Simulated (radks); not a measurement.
Problem. Ionisation of neutral tellurium, [Kr] 4d10 5s2 5p4, to [Kr] 4d10 5s2 5p3 as the strength of local exchange is varied. Calculated with a radial shooting solver on a logarithmic mesh with Libxc functionals: Dirac Kohn-Sham, Slater X-alpha exchange (alpha = 2/3 is LDA exchange), no correlation, spin-unpolarised, spherical densities, finite nucleus; open shells are shared between the two j in proportion to 2j + 1; Fermi nuclear charge, rms radius 4.7423 fm.

alpha  E(Te) (hartree)  exchange (hartree)  IE (eV)  -e of the level emptied (eV)  <r> of it (bohr)
0.667      -6786.05915          -165.38068    8.788                 4.788 (5p3/2)             2.755
0.672      -6787.29899          -166.64985    8.834                 4.827 (5p3/2)             2.751
0.677      -6788.53906          -167.91945    8.880                 4.866 (5p3/2)             2.747
0.814      -6822.60194          -202.87602   10.170                 5.993 (5p3/2)             2.643
0.896      -6843.06847          -223.95526   10.980                 6.710 (5p3/2)             2.586
0.946      -6855.57689          -236.86585   11.487                 7.162 (5p3/2)             2.553
x          -6852.57288          -233.76335   11.364                 7.052 (5p3/2)             2.561

Which alpha was used in the last row?

Solution. alpha = 0.934. NIST Atomic Spectra Database: 9.010 eV (measured). The Delta-SCF value meets it near alpha = 0.69. Spin polarisation and multiplet splitting are left out, so open shells lie too high by an amount that depends on their filling. Sharing an open shell by 2j + 1 raises it above the true ground level by a part of the spin-orbit splitting, which enters the differences from NIST.

Beside tabulated values, note that spin-unpolarised runs miss the spin-polarisation part of the exchange energy of open shells.
